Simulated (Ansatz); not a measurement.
OsO₄⁺. Charge 1, multiplicity 2. Geometry PBE0-D4/def2-SVP; atoms count from 1.

```xyz
5

Os    0.0090    0.0309    0.0669
O     1.3108    0.9755    0.5069
O     0.5248   -1.5352   -0.5358
O    -0.7809    0.6537   -1.3720
O    -1.0637   -0.1249    1.3340
```

In the def2 sets Os takes a core potential; there is no spin–orbit coupling. The relaxed charge 1 doublet is spin-contaminated (final ⟨S²⟩ up to 0.90, 0.75 for a pure state).

(1) Estimate the Mulliken populations from the PBE0/def2-TZVP orbitals of Ansatz.

(2) Where does the spin sit?

(3) And the Mayer bond orders between heavy atoms (over 0.3)?

Answers

(1) 
```csv
atom,charge (e),spin (α − β),d electrons
Os1,1.62,-0.27,5.30
O2,-0.20,-0.09,–
O3,-0.11,0.73,–
O4,-0.11,0.73,–
O5,-0.20,-0.09,–
```
Mulliken values depend strongly on the basis.

(2) Summed by element: Os -0.27, O 1.27, of 1 unpaired in all. Largest on single atoms: O4 0.73, O3 0.73, Os1 -0.27.

(3) Os1–O2 1.90 (1.67 Å); Os1–O3 1.48 (1.76 Å); Os1–O4 1.48 (1.76 Å); Os1–O5 1.90 (1.67 Å).
